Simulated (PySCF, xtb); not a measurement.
H4O2SiZn, SMILES [OH][Zn][O][SiH3].

GFN2-xTB in xtb at its own geometry gives an orbital gap of 2.97 eV and a dipole moment of 2.81 D.

Geometry optimised at PBE0-D3(BJ)/def2-SVP. The structure was generated by enumeration; whether it is a known compound was not checked. The values are those of a single conformer.

### Question
What does PBE/def2-TZVP run with PySCF give? (Estimate from the structure and the level; the computed values follow.)

### Answer
gap 4.60 eV (levels -6.85 and -2.25 eV), dipole 1.64 D.
